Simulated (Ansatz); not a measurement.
Species: BF (charge +1, doublet). 
Coordinates optimised at B3LYP-D3(BJ)/def2-TZVP (Ansatz, a quantum-chemistry and plane-wave program):
```
B
F 1 1.2149
```
Charge +1, spin multiplicity 2.

Basis-set convergence of Hartree-Fock and CCSD(T) correlation energies (hartree) with Ansatz. Valence correlation only, unless marked. Open shells are spin-unrestricted. No spin-orbit coupling. Non-relativistic.

```csv
basis,functions,E(HF),"E(corr, CCSD(T))"
def2-SVPD,43,-123.64654,-0.23738
def2-TZVPPD,77,-123.80202,-0.29997
def2-QZVPPD,129,-123.80826,-0.32468
```

Extrapolating the two largest sets (X = 3 and 4) as X^-3: E(corr) = (64·(-0.32468) - 27·(-0.29997))/37 = -0.3427 Eh, an estimate of the basis-set limit. The largest set recovers 94.7 % of it, the smallest 69.3 %.
